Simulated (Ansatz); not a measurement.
Reaction (substitution at a C–O bond): `C[O][Al]([OH])[SiH3]` + `OCF` → `COCF` + `[OH][Al]([OH])[SiH3]`

Calculated with Ansatz (gas phase, PBE0-D4/def2-TZVP geometries, no zero-point term in ΔE). CCSD(T)/CBS is the MP2 limit (def2-TZVPP, def2-QZVPP) plus CCSD(T) − MP2 in def2-TZVPP, frozen cores. One conformer a species, not always the lowest.

```csv
species,CCSD(T)/CBS(def2) energy (Eh)
`C[O][Al]([OH])[SiH3]`,-723.80257
`OCF`,-214.81254
`COCF`,-254.05716
`[OH][Al]([OH])[SiH3]`,-684.56481
```

(1) Work out ΔE.

Largest T1 diagnostic among the species: 0.013.

## Answers

(1) ΔE = (-254.05716) + (-684.56481) − (-723.80257) − (-214.81254) = -0.00686 Eh = -18.0 kJ/mol.

Leaving LDA and LC-ωPBE aside and taking each functional with its dispersion term where it has one, the values, not all of them listed here, spread over 3.1 kJ/mol, from B97M-V to HSE06-D4. At CCSD(T), def2-SVP lies +7.1 kJ/mol from the extrapolated value and def2-TZVPP +0.9 kJ/mol. In def2-TZVPP, CCSD(T) changes the Hartree–Fock value by −3.4 kJ/mol (the triples alone add −0.6 kJ/mol) and MP2 by −5.0 kJ/mol.
